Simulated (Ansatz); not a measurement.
Geometry optimisation, RKS B3LYP-D4/def2-SVP in Ansatz.

Input file:

```yaml
crystal:
  periodic: [false, false, false]
  atoms:
    - { symbol: Sn, position_ang: [0.0, 0.0, 0.0] }
    - { symbol: H, position_ang: [0.0, 0.0, 1.74] }
    - { symbol: H, position_ang: [1.6408, 0.0, -0.5794] }
    - { symbol: O, position_ang: [-0.9232, 1.5994, -0.6527] }
    - { symbol: H, position_ang: [-1.881, 1.3686, -0.8751] }
    - { symbol: O, position_ang: [-0.9232, -1.5994, -0.6527] }
    - { symbol: H, position_ang: [-1.3778, -2.065, 0.1197] }
basis:
  gaussian: { orbitals: def2-SVP }
hamiltonian:
  xc: b3lyp
  dispersion: d4
relax:
  f_tol: 0.02
  max_steps: 40
```

Launched with:

```bash
$ ansatz run input.yaml --threads 1 --pin off --max-ram 2048MiB --backend cpu --events-out ev --progress --plain --runs-dir out
```

Q: Where does it end, and by what steps?

A: The forces met the threshold. The force dipped under the threshold on the way, but the program's further checks kept it going. After 12 steps the energy has fallen by 0.217 eV; H5 moved furthest, 0.60 Å.

| step | energy less start (eV) | largest force component (eV/Å) | accepted |
| --- | --- | --- | --- |
| 0 | 0.0000 | 2.187 | yes |
| 1 | -0.1293 | 0.645 | yes |
| 2 | -0.1563 | 0.217 | yes |
| 3 | -0.1593 | 0.041 | yes |
| 4 | -0.1618 | 0.044 | yes |
| 5 | -0.1804 | 0.219 | yes |
| 6 | -0.2056 | 0.182 | yes |
| 7 | -0.2061 | 0.913 | yes |
| 8 | -0.2167 | 0.035 | yes |
| 9 | -0.2169 | 0.006 | yes |
| 10 | -0.2161 | 0.119 | no |
| 11 | -0.2170 | 0.028 | yes |
| 12 | -0.2170 | 0.001 | yes |

```xyz
7
Properties=species:S:1:pos:R:3
Sn 0.016 -0.030 0.127
H 0.138 0.058 1.833
H 1.450 0.095 -0.803
O -1.284 1.422 -0.303
H -1.441 1.504 -1.254
O -0.761 -1.764 -0.481
H -1.582 -1.981 -0.018
```

The run took 16 s on 1 thread of AMD EPYC 9R45 96-Core Processor (Zen 5), with other jobs on the host, peak memory 0.17 GiB.
